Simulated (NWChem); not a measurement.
System: C$_{2}$H$_{5}$BN$_{2}$O; SMILES B(O)(N)CC#N

Here is an NWChem input.

```
start job
memory heap 200 mb stack 900 mb global 1100 mb
geometry units angstroms noautosym nocenter noautoz
  N     -0.272896     2.631040     0.001095
  C      0.317603     1.630281     0.000046
  C      0.985334     0.333866    -0.001330
  B     -0.041492    -0.911579    -0.000163
  N     -1.425136    -0.702757    -0.000620
  O      0.437131    -2.203265     0.001049
  H      1.640737     0.274731    -0.881705
  H      1.643727     0.274225     0.876755
  H     -1.843677     0.216372    -0.001009
  H     -2.083935    -1.468941     0.000139
  H      1.401655    -2.252222     0.001036
end
basis spherical
  N library pcsseg-1
  C library pcsseg-1
  B library pcsseg-1
  O library pcsseg-1
  H library pcsseg-1
end
dft
  xc slater vwn_5
  iterations 150
end
property
  shielding 10 1 2 3 4 5 6 7 9 10 11
end
task dft property
```

NWChem printed, in part:

```
             Northwest Computational Chemistry Package (NWChem) 7.3.0
             --------------------------------------------------------

                             Geometry "geometry" -> ""
                             -------------------------

 Output coordinates in angstroms (scale by  1.889725989 to convert to a.u.)

  No.       Tag          Charge          X              Y              Z
 ---- ---------------- ---------- -------------- -------------- --------------
    1 N                    7.0000    -0.27289600     2.63104000     0.00109500
    2 C                    6.0000     0.31760300     1.63028100     0.00004600
    3 C                    6.0000     0.98533400     0.33386600    -0.00133000
    4 B                    5.0000    -0.04149200    -0.91157900    -0.00016300
    5 N                    7.0000    -1.42513600    -0.70275700    -0.00062000
    6 O                    8.0000     0.43713100    -2.20326500     0.00104900
    7 H                    1.0000     1.64073700     0.27473100    -0.88170500
    8 H                    1.0000     1.64372700     0.27422500     0.87675500
    9 H                    1.0000    -1.84367700     0.21637200    -0.00100900
   10 H                    1.0000    -2.08393500    -1.46894100     0.00013900
   11 H                    1.0000     1.40165500    -2.25222200     0.00103600

 Effective nuclear repulsion energy (a.u.)     197.8040116240

                              NWChem Property Module
                              ----------------------

  itol2e modified to match energy
  convergence criterion.

                                 NWChem DFT Module
                                 -----------------

 Summary of "ao basis" -> "ao basis" (spherical)
 ------------------------------------------------------------------------------
       Tag                 Description            Shells   Functions and Types
 ---------------- ------------------------------  ------  ---------------------
 N                          pcsseg-1                 7       17   3s3p1d
 C                          pcsseg-1                 7       17   3s3p1d
 B                          pcsseg-1                 7       17   3s3p1d
 O                          pcsseg-1                 7       17   3s3p1d
 H                          pcsseg-1                 3        5   2s1p

  itol2e modified to match energy
  convergence criterion.

            General Information
            -------------------
          SCF calculation type: DFT
          Wavefunction type:  closed shell.
          No. of atoms     :    11
          No. of electrons :    44
           Alpha electrons :    22
            Beta electrons :    22
          Charge           :     0
          Spin multiplicity:     1
          Use of symmetry is: off; symmetry adaption is: off
          Maximum number of iterations: 150
          AO basis - number of functions:   127
                     number of shells:    57
          Convergence on energy requested:  1.00D-07
          Convergence on density requested:  1.00D-05
          Convergence on gradient requested:  5.00D-04

              XC Information
              --------------
                        Slater Exchange Functional  1.000 local
                      VWN V Correlation Functional  1.000 local

             Grid Information
             ----------------
          Grid used for XC integration:  fine
          Radial quadrature: Mura-Knowles
          Angular quadrature: Lebedev.
          Tag              B.-S. Rad. Rad. Pts. Rad. Cut. Ang. Pts.
          ---              ---------- --------- --------- ---------
          N                   0.65       70          13.0       590
          C                   0.70       70          11.0       590
          B                   0.85       70          10.0       590
          O                   0.60       70          12.0       590
          H                   0.35       60          12.0       590
          Grid pruning is: on
          Number of quadrature shells:   720
          Spatial weights used:  Erf1

      Superposition of Atomic Density Guess
      -------------------------------------

 Sum of atomic energies:        -285.64125600

      Non-variational initial energy
      ------------------------------

 Total energy =    -288.660025
 1-e energy   =    -777.809140
 2-e energy   =     291.345104
 HOMO         =      -0.383221
 LUMO         =       0.049523

   convergence    iter        energy       DeltaE   RMS-Dens  Diis-err
 ---------------- ----- ----------------- --------- --------- ---------
 d= 0,ls=0.0,diis     1   -286.2719878832 -4.84D+02  1.91D-02  1.95D+00
 d= 0,ls=0.0,diis     2   -285.5849508748  6.87D-01  1.59D-02  7.56D+00
 d= 0,ls=0.0,diis     3   -286.3687546746 -7.84D-01  4.20D-03  7.80D-01
 d= 0,ls=0.0,diis     4   -286.4245309007 -5.58D-02  2.12D-03  2.72D-01
 d= 0,ls=0.0,diis     5   -286.4495136951 -2.50D-02  4.15D-04  9.65D-03
  Resetting Diis
 d= 0,ls=0.0,diis     6   -286.4503943839 -8.81D-04  1.62D-04  1.35D-03
 d= 0,ls=0.0,diis     7   -286.4505236215 -1.29D-04  1.26D-04  1.40D-04
 d= 0,ls=0.0,diis     8   -286.4504740279  4.96D-05  9.01D-05  6.42D-04
 d= 0,ls=0.0,diis     9   -286.4505369485 -6.29D-05  1.11D-05  3.90D-06
 d= 0,ls=0.0,diis    10   -286.4505372339 -2.85D-07  4.91D-06  1.55D-06
 d= 0,ls=0.0,diis    11   -286.4505373878 -1.54D-07  1.12D-06  6.88D-08
 d= 0,ls=0.0,diis    12   -286.4505373947 -6.91D-09  2.56D-07  3.91D-09

         Total DFT energy =     -286.450537394663
      One electron energy =     -783.172374467842
           Coulomb energy =      335.626372360924
    Exchange-Corr. energy =      -36.708546911766
 Nuclear repulsion energy =      197.804011624020

 Numeric. integr. density =       43.999995900624

                       DFT Final Molecular Orbital Analysis
                       ------------------------------------

 Vector   20  Occ=2.000000D+00  E=-2.975440D-01
              MO Center=  1.8D-01,  1.8D+00,  4.1D-04, r^2= 2.5D+00
   Bfn.  Coefficient  Atom+Function         Bfn.  Coefficient  Atom+Function
  ----- ------------  ---------------      ----- ------------  ---------------
     9      0.327661   1 N  pz               26      0.272381   2 C  pz
    12      0.247597   1 N  pz               29      0.221059   2 C  pz
     6      0.168516   1 N  pz              103      0.156793   7 H  s
   108     -0.156956   8 H  s                23      0.138163   2 C  pz
    46     -0.125745   3 C  pz               43     -0.123228   3 C  pz

 Vector   21  Occ=2.000000D+00  E=-2.836317D-01
              MO Center=  1.8D-01,  8.5D-01,  2.0D-04, r^2= 4.2D+00
   Bfn.  Coefficient  Atom+Function         Bfn.  Coefficient  Atom+Function
  ----- ------------  ---------------      ----- ------------  ---------------
     7      0.253357   1 N  px               10      0.202700   1 N  px
    44     -0.200176   3 C  px               37      0.162007   3 C  s
    93     -0.161776   6 O  py               24      0.158065   2 C  px
    96     -0.155497   6 O  py               41     -0.154012   3 C  px
    27      0.137940   2 C  px               42     -0.138327   3 C  py

[...]

          -----------------------------------------
          Chemical Shielding Tensors (GIAO, in ppm)
          -----------------------------------------

                                NWChem CPHF Module
                                ------------------

  scftype          =     RHF
  nclosed          =       22
  nopen            =        0
  variables        =     2310
  # of vectors     =        3
  tolerance        = 0.10D-03
  level shift      = 0.00D+00
  max iterations   =       50
  max subspace     =       30

 SCF residual:    8.9125676718948007E-006

Iterative solution of linear equations
  No. of variables     2310
  No. of equations        3
  Maximum subspace       30
        Iterations       50
       Convergence  1.0D-04

   iter   nsub   residual    time
   ----  ------  --------  ---------
     1      3    5.93D-06      53.4

      Atom:    1  N
        Diamagnetic
    340.4446     -0.8817     -0.0009
     -0.8817    344.0150      0.0042
     -0.0009      0.0042    339.3255

        Paramagnetic
   -436.6237   -222.1610     -0.1917
   -222.1610   -166.2067      0.4347
     -0.1917      0.4347   -546.9427

        Total Shielding Tensor
    -96.1791   -223.0427     -0.1926
   -223.0427    177.8083      0.4388
     -0.1926      0.4388   -207.6173

           isotropic =     -41.9960
          anisotropy =     516.8480

          Principal Components and Axis System
                 1           2           3
              302.5693   -220.9398   -207.6176

      1        -0.4882      0.8727      0.0035
      2         0.8727      0.4882      0.0009
      3         0.0009     -0.0035      1.0000

      Atom:    2  C
        Diamagnetic
    253.9401    -17.5534     -0.0191
    -17.5534    279.4448      0.0363
     -0.0191      0.0363    242.5273

        Paramagnetic
   -221.2890   -133.3592     -0.1485
   -133.3592    -80.0713      0.2361
     -0.1485      0.2361   -308.1210

        Total Shielding Tensor
     32.6512   -150.9126     -0.1676
   -150.9126    199.3735      0.2724
     -0.1676      0.2724    -65.5936

           isotropic =      55.4770
          anisotropy =     349.4118

          Principal Components and Axis System
                 1           2           3
              288.4182    -65.5939    -56.3933

      1        -0.5082      0.0010      0.8613
      2         0.8613     -0.0005      0.5082
      3         0.0009      1.0000     -0.0006

      Atom:    3  C
        Diamagnetic
    254.3225     -2.7962      0.0023
     -2.7962    266.7544      0.0110
      0.0023      0.0110    251.2766

        Paramagnetic
    -79.3401     -2.9497     -0.0012
     -2.9497    -71.4144      0.0039
     -0.0012      0.0039    -94.0217

        Total Shielding Tensor
    174.9823     -5.7459      0.0010
     -5.7459    195.3400      0.0149
      0.0010      0.0149    157.2548

           isotropic =     175.8591
          anisotropy =      31.4861

          Principal Components and Axis System
                 1           2           3
              196.8498    173.4725    157.2548

      1        -0.2541      0.9672     -0.0002
      2         0.9672      0.2541     -0.0004
      3         0.0004      0.0003      1.0000

      Atom:    4  B
        Diamagnetic
    200.4318      2.4700      0.0025
      2.4700    204.0270     -0.0217
      0.0025     -0.0217    175.1927

        Paramagnetic
   -138.1783     -7.4829     -0.0050
     -7.4829   -165.6999      0.0718
     -0.0050      0.0718    -79.3165

        Total Shielding Tensor
     62.2535     -5.0129     -0.0024
     -5.0129     38.3271      0.0500
     -0.0024      0.0500     95.8762

           isotropic =      65.4856
          anisotropy =      45.5860

          Principal Components and Axis System
                 1           2           3
               95.8763     63.2613     37.3193

      1        -0.0002      0.9804      0.1971
      2         0.0009     -0.1971      0.9804
      3         1.0000      0.0004     -0.0008

      Atom:    5  N
        Diamagnetic
    331.9356     -0.0632      0.0030
     -0.0632    323.3611     -0.0158
      0.0030     -0.0158    300.5130

        Paramagnetic
   -105.1456      4.7988      0.0256
      4.7988   -220.3255      0.1104
      0.0256      0.1104    -93.6720

        Total Shielding Tensor
    226.7900      4.7356      0.0286
      4.7356    103.0357      0.0946
      0.0286      0.0946    206.8410

           isotropic =     178.8889
          anisotropy =      72.1232

          Principal Components and Axis System
                 1           2           3
              226.9710    206.8411    102.8546

      1         0.9993     -0.0016     -0.0382
      2         0.0382      0.0008      0.9993
      3         0.0016      1.0000     -0.0009

      Atom:    6  O
        Diamagnetic
    396.8213    -11.6568      0.0118
    -11.6568    395.8988     -0.0217
      0.0118     -0.0217    372.5106

        Paramagnetic
   -304.5393     14.1373     -0.0176
     14.1373   -152.1972      0.0821
     -0.0176      0.0821    -86.8556

        Total Shielding Tensor
     92.2821      2.4805     -0.0058
      2.4805    243.7016      0.0604
     -0.0058      0.0604    285.6550

           isotropic =     207.2129
          anisotropy =     117.6633

          Principal Components and Axis System
                 1           2           3
              285.6551    243.7421     92.2414

      1        -0.0000      0.0164      0.9999
      2         0.0014      0.9999     -0.0164
      3         1.0000     -0.0014      0.0000

      Atom:    7  H
        Diamagnetic
     30.5051     -1.4444     -9.5535
     -1.4444     26.2866      0.9639
     -9.5535      0.9639     31.1975

        Paramagnetic
     -0.5857     -0.0549      4.5407
     -0.0549      2.4522     -0.8315
      4.5407     -0.8315     -1.3501

        Total Shielding Tensor
     29.9194     -1.4993     -5.0128
     -1.4993     28.7388      0.1324
     -5.0128      0.1324     29.8473

           isotropic =      29.5018
          anisotropy =       8.4116

          Principal Components and Axis System
                 1           2           3
               35.1096     28.7588     24.6372

      1         0.7098     -0.0387      0.7033
      2        -0.1812      0.9548      0.2355
      3        -0.6807     -0.2946      0.6707

      Atom:    8  H
        Diamagnetic
     31.7733     -5.2724      0.0059
     -5.2724     38.8786     -0.0072
      0.0059     -0.0072     18.8440

        Paramagnetic
     -2.8445      2.3829     -0.0050
      2.3829     -7.5777      0.0044
     -0.0050      0.0044      2.4498

        Total Shielding Tensor
     28.9288     -2.8896      0.0009
     -2.8896     31.3009     -0.0028
      0.0009     -0.0028     21.2938

           isotropic =      27.1745
          anisotropy =       9.0958

          Principal Components and Axis System
                 1           2           3
               33.2384     26.9914     21.2938

      1        -0.5569      0.8306     -0.0000
      2         0.8306      0.5569      0.0003
      3        -0.0002     -0.0001      1.0000

      Atom:    9  H
        Diamagnetic
     36.0610      9.7488     -0.0079
      9.7488     33.6046     -0.0115
     -0.0079     -0.0115     20.3253

        Paramagnetic
     -3.8646     -3.8957      0.0037
     -3.8957     -5.2427      0.0075
      0.0037      0.0075      2.4506

        Total Shielding Tensor
     32.1964      5.8532     -0.0042
      5.8532     28.3618     -0.0040
     -0.0042     -0.0040     22.7759

           isotropic =      27.7781
          anisotropy =      12.9904

          Principal Components and Axis System
                 1           2           3
               36.4383     24.1200     22.7759

      1         0.8097     -0.5868      0.0000
      2         0.5868      0.8097      0.0007
      3        -0.0004     -0.0005      1.0000

      Atom:   10  H
        Diamagnetic
     42.4741     -5.4956      0.0045
     -5.4956     27.5430     -0.0070
      0.0045     -0.0070     18.8159

        Paramagnetic
     -8.9162      1.8050     -0.0017
      1.8050     -0.1358      0.0022
     -0.0017      0.0022      3.0210

        Total Shielding Tensor
     33.5579     -3.6906      0.0028
     -3.6906     27.4072     -0.0048
      0.0028     -0.0048     21.8369

           isotropic =      27.6007
          anisotropy =      11.5289

          Principal Components and Axis System
                 1           2           3
               35.2866     25.6785     21.8369

      1         0.9056      0.4242      0.0000
      2        -0.4242      0.9056      0.0009
      3         0.0003     -0.0008      1.0000
```

Level: LDA (Slater exchange, VWN5)/pcSseg-1, GIAO. All runs use the structure optimised with B3LYP/6-31G* (spherical d). The output numbers the shielded atoms by their place in the input's list. The printed shielding anisotropy is the first printed principal value minus the mean of the other two.
